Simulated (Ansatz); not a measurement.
Coupled-cluster diagnostics for SeOCl2 (SeCl2O), Ansatz.

Geometry of the singlet (B3LYP-D4/def2-SVP):

Cartesian coordinates in Å:
```
Se 0.566 -0.365 -0.034
O 1.275 1.038 0.280
Cl -1.027 -0.655 1.539
Cl -0.814 -0.018 -1.786
```

Correlated methods freeze 20 core orbitals; core or outer-core shells of Se are correlated, in sets that lack core-valence functions.

**Question.** Estimate the CCSD(T) correlation energy, the shares of MP2 and (T), T1 and the reference's ⟨S²⟩ for: charge 0, singlet, own geometry in def2-TZVPP; charge 1, doublet, vertical in def2-TZVPP; and the rough time on 4 threads of Intel Xeon on a shared host.

**Answer.** 
```
                          state       basis  correlation (eV)  MP2 share (%)  (T) share (%)     T1  ⟨S²⟩ (pure)  wall time   remarks
charge 0, singlet, own geometry  def2-TZVPP           -26.526           93.4            4.9  0.020  0.00 (0.00)       37 s  large T1
    charge 1, doublet, vertical  def2-TZVPP           -25.115           89.8            4.8  0.037  0.85 (0.75)       96 s         –
```
Customary marks for T1 are 0.02 (closed shells), 0.045 (open shells) and about 0.05 (3d metals). T1 exceeds 0.02 in 2 of 2 rows and 0.045 in 0; the higher it lies, the less the single-reference result can be trusted.
